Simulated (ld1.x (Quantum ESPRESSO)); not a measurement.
# LDA (PZ) PAW dataset for germanium, scalar-relativistic all-electron reference.

ld1.x (Quantum ESPRESSO) 7.5 input, shortened:

```
&input
   title='Ge', zed=32., rel=1, dft='PZ', iswitch=3,
   config='[Ar] 3d10 4s1 4p3 4f-2'
 /
 &inputp
   pseudotype=3, lpaw=.true., tm=.true., lloc=-2, rcloc=1.10,
   nlcc=.true., new_core_ps=.true., rcore=0.65,
   which_augfun='PSQ', rmatch_augfun_nc=.true.
 /
8
3S  1  0   2.00   0.00  0.85  0.95  0.0
4S  2  0   1.00   0.00  0.85  0.95  0.0
3P  2  1   6.00   0.00  0.95  1.20  0.0
4P  3  1   3.00   0.00  0.95  1.20  0.0
3D  3  2  10.00   0.00  0.80  0.95  0.0
3D  3  2   0.00  -1.95  0.80  0.95  0.0
4F  4  3  -2.00   0.40  0.90  1.00  0.0
4F  4  3  -2.00   2.65  0.90  1.00  0.0
 &test
   configts(1)='3s2 3p6 3d10 4s1 4p3'
 /
```

Calculated quality:

* Cutoffs needed: 180 Ry and 300 Ry (the cutoffs (Ry, on a coarse ladder) from which the occupation-weighted sum of valence levels, in a spherical-Bessel basis at the reference potential, stays within 10 and 1 mRy of its value at 400 Ry)
* Ghost test: no extra level below or beside the all-electron valence levels (s, p, d, f tested) (spherical-Bessel basis up to 400 Ry, 20 bohr box)
* Configuration tests: test run stopped at test 3 of 9 (negative rho)
* Lowest eigenvalue of the overlap operator: 0.09 (p channel)
* Density cutoff estimated by the generator: 703 Ry

Generation and tests took about 1.6 s on one core of a shared server CPU.
